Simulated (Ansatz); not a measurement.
The same hydrolysis along the group Ti, Zr, Hf.

Calculated with Ansatz (gas phase, PBE0-D4/def2-TZVP geometries, no zero-point term in ΔE). CCSD(T)/CBS adds triple-zeta CCSD(T) − MP2 to the extrapolated MP2 energy (def2 sets, frozen cores). This one scheme is used for every species. Functionals use def2-TZVPP. Elements past krypton have def2 core potentials. For Br, Hf, Ti, Zr outer-core shells are correlated without core-valence functions, which leaves a few kJ/mol of doubt a bond. Scalar relativity is left out up to krypton. Each species was taken in one conformer, which may not be the lowest.

```csv
reaction,CCSD(T)/CBS(def2) (kJ/mol)
`[F][Ti]([F])([F])[Br]` + H₂O → `[OH][Ti]([F])([F])[Br]` + H–F,?
`[F][Zr]([F])([F])[Br]` + H₂O → `[OH][Zr]([F])([F])[Br]` + H–F,36
`[F][Hf]([F])([F])[Br]` + H₂O → `[OH][Hf]([F])([F])[Br]` + H–F,36
```

Question: Fill in the missing values. (Estimate.)

Answer: The calculation gave: `[F][Ti]([F])([F])[Br]` + H₂O → `[OH][Ti]([F])([F])[Br]` + H–F: +30.7 kJ/mol.

Largest T1 diagnostic: 0.022, for `[F][Ti]([F])([F])[Br]`.
